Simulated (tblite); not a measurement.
C4BN4 (charge -1).
Atom-mapped SMILES: `[N:1]#[C:2][B-:3]([C:4]#[N:5])([C:6]#[N:7])[C:8]#[N:9]`
Bond orders are those of one Lewis drawing.

Computed with GFN2-xTB (tblite), gas phase: Langevin dynamics at 300 K from the optimised GFN2-xTB geometry, time step 0.5 fs, friction 0.01 fs⁻¹, 2000 steps. The instantaneous temperature is 2·E(kin)/(3Nk) with all 3N coordinates.

```json
{"t (fs)": "0", "T (K)": "279", "E(pot) above start (eV)": "0.000", "N1≡C2 (Å)": "1.150", "C2–B3 (Å)": "1.559", "B3–C4 (Å)": "1.559", "C4≡N5 (Å)": "1.150", "B3–C6 (Å)": "1.559"}
{"t (fs)": "50", "T (K)": "170", "E(pot) above start (eV)": "0.200", "N1≡C2 (Å)": "1.159", "C2–B3 (Å)": "1.588", "B3–C4 (Å)": "1.598", "C4≡N5 (Å)": "1.153", "B3–C6 (Å)": "1.590"}
{"t (fs)": "100", "T (K)": "212", "E(pot) above start (eV)": "0.224", "N1≡C2 (Å)": "1.157", "C2–B3 (Å)": "1.537", "B3–C4 (Å)": "1.566", "C4≡N5 (Å)": "1.155", "B3–C6 (Å)": "1.561"}
{"t (fs)": "150", "T (K)": "201", "E(pot) above start (eV)": "0.224", "N1≡C2 (Å)": "1.167", "C2–B3 (Å)": "1.564", "B3–C4 (Å)": "1.574", "C4≡N5 (Å)": "1.147", "B3–C6 (Å)": "1.558"}
{"t (fs)": "200", "T (K)": "420", "E(pot) above start (eV)": "0.125", "N1≡C2 (Å)": "1.141", "C2–B3 (Å)": "1.585", "B3–C4 (Å)": "1.535", "C4≡N5 (Å)": "1.149", "B3–C6 (Å)": "1.572"}
{"t (fs)": "250", "T (K)": "175", "E(pot) above start (eV)": "0.272", "N1≡C2 (Å)": "1.159", "C2–B3 (Å)": "1.569", "B3–C4 (Å)": "1.611", "C4≡N5 (Å)": "1.156", "B3–C6 (Å)": "1.554"}
{"t (fs)": "300", "T (K)": "271", "E(pot) above start (eV)": "0.258", "N1≡C2 (Å)": "1.146", "C2–B3 (Å)": "1.548", "B3–C4 (Å)": "1.550", "C4≡N5 (Å)": "1.151", "B3–C6 (Å)": "1.550"}
{"t (fs)": "350", "T (K)": "269", "E(pot) above start (eV)": "0.186", "N1≡C2 (Å)": "1.154", "C2–B3 (Å)": "1.564", "B3–C4 (Å)": "1.592", "C4≡N5 (Å)": "1.160", "B3–C6 (Å)": "1.597"}
{"t (fs)": "400", "T (K)": "209", "E(pot) above start (eV)": "0.126", "N1≡C2 (Å)": "1.151", "C2–B3 (Å)": "1.586", "B3–C4 (Å)": "1.517", "C4≡N5 (Å)": "1.148", "B3–C6 (Å)": "1.553"}
{"t (fs)": "450", "T (K)": "224", "E(pot) above start (eV)": "0.236", "N1≡C2 (Å)": "1.158", "C2–B3 (Å)": "1.497", "B3–C4 (Å)": "1.598", "C4≡N5 (Å)": "1.158", "B3–C6 (Å)": "1.517"}
{"t (fs)": "500", "T (K)": "274", "E(pot) above start (eV)": "0.195", "N1≡C2 (Å)": "1.145", "C2–B3 (Å)": "1.569", "B3–C4 (Å)": "1.551", "C4≡N5 (Å)": "1.149", "B3–C6 (Å)": "1.581"}
{"t (fs)": "550", "T (K)": "273", "E(pot) above start (eV)": "0.309", "N1≡C2 (Å)": "1.153", "C2–B3 (Å)": "1.573", "B3–C4 (Å)": "1.558", "C4≡N5 (Å)": "1.173", "B3–C6 (Å)": "1.592"}
{"t (fs)": "600", "T (K)": "373", "E(pot) above start (eV)": "0.184", "N1≡C2 (Å)": "1.155", "C2–B3 (Å)": "1.575", "B3–C4 (Å)": "1.521", "C4≡N5 (Å)": "1.132", "B3–C6 (Å)": "1.548"}
{"t (fs)": "650", "T (K)": "344", "E(pot) above start (eV)": "0.288", "N1≡C2 (Å)": "1.141", "C2–B3 (Å)": "1.528", "B3–C4 (Å)": "1.618", "C4≡N5 (Å)": "1.175", "B3–C6 (Å)": "1.549"}
{"t (fs)": "700", "T (K)": "327", "E(pot) above start (eV)": "0.277", "N1≡C2 (Å)": "1.144", "C2–B3 (Å)": "1.583", "B3–C4 (Å)": "1.568", "C4≡N5 (Å)": "1.139", "B3–C6 (Å)": "1.615"}
{"t (fs)": "750", "T (K)": "335", "E(pot) above start (eV)": "0.195", "N1≡C2 (Å)": "1.166", "C2–B3 (Å)": "1.552", "B3–C4 (Å)": "1.546", "C4≡N5 (Å)": "1.161", "B3–C6 (Å)": "1.547"}
{"t (fs)": "800", "T (K)": "291", "E(pot) above start (eV)": "0.216", "N1≡C2 (Å)": "1.125", "C2–B3 (Å)": "1.537", "B3–C4 (Å)": "1.521", "C4≡N5 (Å)": "1.131", "B3–C6 (Å)": "1.534"}
{"t (fs)": "850", "T (K)": "198", "E(pot) above start (eV)": "0.184", "N1≡C2 (Å)": "1.175", "C2–B3 (Å)": "1.583", "B3–C4 (Å)": "1.580", "C4≡N5 (Å)": "1.174", "B3–C6 (Å)": "1.580"}
{"t (fs)": "900", "T (K)": "354", "E(pot) above start (eV)": "0.163", "N1≡C2 (Å)": "1.143", "C2–B3 (Å)": "1.561", "B3–C4 (Å)": "1.553", "C4≡N5 (Å)": "1.142", "B3–C6 (Å)": "1.617"}
{"t (fs)": "950", "T (K)": "384", "E(pot) above start (eV)": "0.180", "N1≡C2 (Å)": "1.150", "C2–B3 (Å)": "1.553", "B3–C4 (Å)": "1.559", "C4≡N5 (Å)": "1.148", "B3–C6 (Å)": "1.548"}
{"t (fs)": "1000", "T (K)": "282", "E(pot) above start (eV)": "0.233", "N1≡C2 (Å)": "1.152", "C2–B3 (Å)": "1.545", "B3–C4 (Å)": "1.561", "C4≡N5 (Å)": "1.156", "B3–C6 (Å)": "1.526"}
```

Problem. From 500 fs on, how do temperature and potential energy compare with equipartition?

Solution. The mean temperature of these 11 frames is 312 K against the target 300 K, and the mean potential energy 0.22 eV against 21 × kT/2 = 0.27 eV for 21 classical harmonic modes. For 9 atoms in a canonical ensemble the temperature itself scatters by T·√(2/(3N)) = 82 K; here its standard deviation is 52 K. The whole run lasts only 10 friction times of 100 fs, so these averages carry a wide statistical error.

Problem. What are the kinetic and total energies of the listed frame with the highest potential energy?

Solution. The one at 550 fs, 0.309 eV above the start. Its kinetic energy is 3NkT/2 = 0.318 eV at 273 K, so the sum is 0.63 eV; over the listed frames the sum runs from 0.32 to 0.69 eV, since the thermostat adds and removes energy.

Problem. How much do the listed bonds fluctuate from 500 fs on?

Solution. 
| bond | at the start (Å) | mean (Å) | standard deviation (Å) |
| --- | --- | --- | --- |
| N1≡C2 | 1.150 | 1.150 | 0.013 |
| C2–B3 | 1.559 | 1.560 | 0.018 |
| B3–C4 | 1.559 | 1.558 | 0.026 |
| C4≡N5 | 1.150 | 1.153 | 0.016 |
| B3–C6 | 1.559 | 1.567 | 0.030 |

The motion is classical and holds no zero-point motion.

The cost below is that of the whole dynamics run. The run took 9.4 s of wall time on Intel Xeon at 2.60 GHz, one thread, shared host with 128 logical CPUs at a one-minute load of 17, and the process peaked at 0.18 GiB of memory.
